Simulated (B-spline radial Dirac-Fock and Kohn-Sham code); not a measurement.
**P⁺ 3p3/2: cross section and angular parameters**

System: the P⁺ ion, [Ne] 3s2 3p2; threshold 17.28 eV (orbital energy of the model). The computed values come from a radial atomic solver: Dirac-Hartree-Slater photoionisation with a Latter tail; cross sections with all multipoles, angular parameters from the dipole term and its interference with E2.

For linearly polarised light dσ/dΩ = σ/(4π) [1 + β P₂(cos θ) + (δ + γ cos²θ) sin θ cos φ], with θ from the polarisation vector and φ the angle between the beam and the projection of the electron momentum on the plane normal to the polarisation.

```tsv
hν (eV)	σ (kb)	β	γ	δ
59.6	280	1.148	-0.014	-0.004
60	279	1.155	-0.014	-0.004
68.2	260	1.283	-0.020	-0.002
80	225	1.403	-0.021	0.000
87.4	204	1.454	-0.019	0.001
124	121	1.579	0.003	0.004
231	35.5	1.610	0.086	0.008
521	5.23	1.462	0.267	0.017
800	1.63	1.320	0.390	0.028
1060	0.718	1.208	0.473	0.038
1160	0.549	1.170	0.499	0.042
1253.6	0.434	1.136	0.522	0.046
1730	0.159	0.989	0.614	0.067
2000	0.0999	0.922	0.654	0.078
2170	0.0766	0.883	0.676	0.085
2580	0.0432	0.803	0.720	0.101
3030	?	?	?	?
3080	0.0238	0.722	0.765	0.120
3230	0.0202	0.701	0.776	0.126
3720	0.0124	0.639	0.810	0.143
4000	0.00966	0.608	0.828	0.153
4420	0.00680	0.567	0.851	0.167
5180	0.00387	0.504	0.887	0.191
7650	0.000934	0.367	0.978	0.260
8047.8	0.000774	0.351	0.990	0.270
8070	0.000766	0.350	0.991	0.271
8990	0.000512	0.316	1.018	0.293
10800	0.000257	0.262	1.065	0.334
13200	0.000119	0.206	1.118	0.383
15000	7.29e-05	0.172	1.151	0.417
```

Q: Give the values at 3030 eV.

A: σ = 0.0252 kb, β = 0.730, γ = 0.761, δ = 0.118.
